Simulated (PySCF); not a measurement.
Core-level binding energies of `C=CC[P@](C)(P)=CC`

Species: C6H14P2.
Numbering: `[CH2:1]=[CH:2][CH2:3][P@:4]([CH3:5])([PH2:6])=[CH:7][CH3:8]`

Level of theory: PySCF, delta-SCF UKS SCAN, pcX-2 on the ionised atom, pcseg-1 elsewhere, spin-free X2C. Vertical ΔSCF values, vacuum level as zero.

Task: List the computed XPS lines with their assignment.

Result: 
| atom(s) | bonded to | level | binding energy (eV) | 2p1/2 (eV) | above the level's lowest (eV) | count |
| --- | --- | --- | --- | --- | --- | --- |
| P4 | C (double bond), 2 C and P | P 1s | 2150.51 | – | +1.61 | 1 |
| P6 | 2 H and P | P 1s | 2148.90 | – | 0.00 | 1 |
| C3 | C, 2 H and P | C 1s | 290.81 | – | +2.53 | 1 |
| C5 | 3 H and P | C 1s | 290.75 | – | +2.47 | 1 |
| C8 | C and 3 H | C 1s | 290.13 | – | +1.85 | 1 |
| C7 | C, H and P (double bond) | C 1s | 288.28 | – | 0.00 | 1 |
| P4 | C (double bond), 2 C and P | P 2p3/2 | 136.77 | 137.66 | +1.38 | 1 |
| P6 | 2 H and P | P 2p3/2 | 135.39 | 136.28 | 0.00 | 1 |

Lowest listed C 1s: C7, bonded to C, H and P (double bond). Highest, 2.53 eV above it: C3, bonded to C, 2 H and P.

Lowest listed P 1s: P6, bonded to 2 H and P. Highest, 1.61 eV above it: P4, bonded to C (double bond), 2 C and P.

Lowest listed P 2p3/2: P6, bonded to 2 H and P. Highest, 1.38 eV above it: P4, bonded to C (double bond), 2 C and P.

Task: What is the longest wavelength that can ionise P 2p3/2 of P6 vertically?

Result: λ = hc/E = 12398.42 eV Å / 135.39 eV = 91.576 Å.

The list is incomplete; no value stands for C 1s of C1, C2 (hole states with ⟨S²⟩ of 1 or more are left out). Spin–orbit coupling isn't in the SCF: each 2p doublet comes from a relaxed spin-free hole plus a matrix of the shell (mean-field spin–orbit coupling and the ground-state 2p splitting), with 2p3/2 averaged over its two sublevels. 2p1/2 minus 2p3/2 (ligand field included): P 0.89 eV. The structure is a single PBE0-D3(BJ)/def2-SVP conformer in the gas phase; no vibrational or solvent corrections.

The values belong to the conformer `[CH2:1]=[CH:2][CH2:3][P@:4]([CH3:5])([PH2:6])=[CH:7][CH3:8]`: C1–C2–C3–P4 -104°, C2–C3–P4–C5 175°, H–P6–P4–C3 -179°, H–P6–P4–C3 -86°.
